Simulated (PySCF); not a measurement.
## C7H12N: g tensor and hyperfine couplings

C7H12N (doublet state).
Numbering: `[CH2:1][C:2](=[CH2:3])[N:4]1[CH2:5][CH2:6][CH2:7][CH2:8]1` (hydrogens: H9, H10 on C1; H11, H12 on C3; H13, H14 on C5; H15, H16 on C6; H17, H18 on C7; H19, H20 on C8)

Geometry (GFN2-xTB, Å), atoms numbered from 1 in this order:
```
atom  x, y, z in Å
C1     2.3314    1.0941    0.0411
C2     1.5671   -0.0140   -0.3003
C3     2.2043   -1.1745   -0.7182
N4     0.1976    0.0521   -0.2534
C5    -0.6638   -1.0532   -0.6061
C6    -2.0683   -0.4679   -0.4881
C7    -1.9178    0.5133    0.6708
C8    -0.5248    1.0990    0.4377
H9     1.9006    2.0335    0.3268
H10    3.4016    1.0319    0.0052
H11    3.2744   -1.1933   -0.7916
H12    1.6774   -2.0670   -0.9924
H13   -0.4481   -1.4023   -1.6203
H14   -0.5369   -1.8994    0.0876
H15   -2.3259    0.0693   -1.4015
H16   -2.8229   -1.2299   -0.3045
H17   -1.9429   -0.0260    1.6186
H18   -2.6928    1.2772    0.6841
H19   -0.0337    1.3667    1.3795
H20   -0.5817    2.0010   -0.1879
```

The hyperfine couplings belong to this conformer and change with its torsions.

Method used: UKS B3LYP, pcH-1 on C H N, non-relativistic, mean-field spin-orbit, GIAO in PySCF. One conformer (not necessarily the lowest) at the GFN2-xTB geometry, without solvent, vibrations or thermal averaging. A GFN2-xTB geometry isn't a minimum of the functional, and hyperfine couplings can be far from their values at a DFT geometry. No stability test was run, so a lower SCF solution isn't excluded. ⟨S²⟩ is 0.776 where a pure state has 0.75.

| Quantity | Value |
| --- | --- |
| g1, g2, g3 | 2.00219, 2.00276, 2.00284 |
| g_iso | 2.00260 |
| Form of g | close to axial: the two nearest values differ by 13 % of g3 − g1 |
| ⟨S²⟩ | 0.7764 (exact 0.7500) |

Hyperfine couplings atom by atom, in G; T1 to T3 are the principal values of the dipolar part; ρ(0) is the spin density at the nucleus (MHz turned into gauss with g_iso; 10 G = 1 mT):

```csv
atom,isotope,a_iso,T1,T2,T3,Mulliken spin population,ρ(0) (bohr⁻³)
C1,13C,19.3,-18.8,-18.2,37.0,0.69,0.0481
C2,13C,-16.1,-8.0,3.3,4.7,-0.22,-0.0400
C3,13C,19.0,-18.5,-17.9,36.4,0.68,0.0474
N4,14N,-0.6,-1.5,0.7,0.8,-0.02,-0.0048
C5,13C,0.4,-0.3,0.1,0.2,0.00,0.0009
C6,13C,0.0,0.0,0.0,0.1,0.00,0.0001
C7,13C,-0.1,-0.1,0.0,0.1,0.00,-0.0002
C8,13C,0.3,-0.3,0.1,0.2,0.00,0.0007
H9,1H,-14.9,-9.3,-0.1,9.4,-0.03,-0.0094
H10,1H,-14.3,-7.8,-0.7,8.5,-0.03,-0.0090
H11,1H,-14.1,-7.6,-0.7,8.3,-0.03,-0.0088
H12,1H,-14.8,-9.2,-0.1,9.2,-0.03,-0.0093
H13,1H,-0.7,-0.7,-0.6,1.3,0.00,-0.0004
H14,1H,-1.4,-0.6,-0.5,1.1,0.00,-0.0009
H15,1H,0.1,-0.2,-0.1,0.3,0.00,0.0001
H16,1H,-0.1,-0.1,-0.1,0.3,0.00,0.0000
H17,1H,0.1,-0.2,-0.2,0.4,0.00,0.0001
H18,1H,-0.1,-0.1,-0.1,0.3,0.00,-0.0001
H19,1H,-0.7,-0.8,-0.7,1.5,0.00,-0.0004
H20,1H,-1.4,-0.6,-0.4,1.0,0.00,-0.0009
```

The Mulliken spin populations are largest on C1 (+0.69), C3 (+0.68) and C2 (-0.22). The positive populations add up to 1.36 and the negative ones to -0.36, together 2S = 1. The angles at C1 add up to 360.0°, so it is planar; its axial dipolar tensor and the negative couplings of its protons fit spin in a p orbital normal to that plane.

Axes: g3 points within 1° of the C2–N4 bond.

Under fast tumbling the dipolar parts average out, and these isotropic splittings remain (the largest six): 1 × 1H (H9, I = 1/2, 2 lines) with 1.49 mT, 1 × 1H (H12, I = 1/2, 2 lines) with 1.48 mT, 1 × 1H (H10, I = 1/2, 2 lines) with 1.43 mT, 1 × 1H (H11, I = 1/2, 2 lines) with 1.41 mT, 2 × 1H (H19/H20, I = 1/2, 3 lines) with 0.10 mT and 2 × 1H (H13/H14, I = 1/2, 3 lines) with 0.10 mT.

Class means assume fast exchange of nuclei equivalent by connectivity; if that motion is slow, each nucleus keeps its own coupling. H9 and H10 aren't averaged: C1 is flat or nearly so (angle sum 360°), and its turn about the short C1–C2 bond (1.39 Å) is taken as slow. C5 and C8, with what hangs on them, aren't averaged: N4 is flat or nearly so (angle sum 359°), and its turn about the short N4–C2 bond (1.37 Å) is taken as slow.

The 13C coupling of C1 (54.1 MHz) shows only in satellite lines or after enrichment, since that isotope makes up about 1.07 % of natural carbon.

β density exceeds α density at some nuclei, such as C2 (-0.0400), H9 (-0.0094) and H12 (-0.0093), spin density in bohr⁻³. In a single determinant that takes different orbitals for the two spins, that is spin polarisation.
